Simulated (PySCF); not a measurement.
Isomers of C6H14OS, one GFN2-xTB conformer each. Single-point energies are computed at PBE0/pcSseg-1 (PySCF, gas phase, no added dispersion term), electronic only.

Question: Rank them by PBE0/pcSseg-1 energy, lowest first (kJ/mol).
A. `[CH3:1][CH:2]([CH3:3])[C@@H:4]([CH3:5])[S@@:6]([CH3:7])=[O:8]` with C1–C2–C4–C5 179°, C2–C4–S6–C7 154°
B. `[CH3:1][CH:2]([CH3:3])[CH2:4][CH2:5][S@@:6]([CH3:7])=[O:8]` with C1–C2–C4–C5 66°, C2–C4–C5–S6 172°, C4–C5–S6–C7 -174°

Answer: B (0.0), A (2.5).

Neighbours under 10 kJ/mol apart (CC(C)CC[S@@](C)=O and CC(C)[C@@H](C)[S@@](C)=O) can change places with a better method, another conformer or zero-point energy. GFN2-xTB itself gives, in the same order: 5.9, 0.0. GFN2-xTB puts CC(C)[C@@H](C)[S@@](C)=O lowest instead.

Q: Which frontier levels, dipoles and rotational constants go with these structures?

A: 
| SMILES | HOMO (eV, PBE0/pcSseg-1) | LUMO (eV) | dipole (D) | A, B, C (MHz) |
| --- | --- | --- | --- | --- |
| CC(C)CC[S@@](C)=O | -6.54 | 0.90 | 3.63 | 3658, 732.9, 647.1 |
| CC(C)[C@@H](C)[S@@](C)=O | -6.44 | 0.95 | 3.57 | 2619, 1135, 1004 |
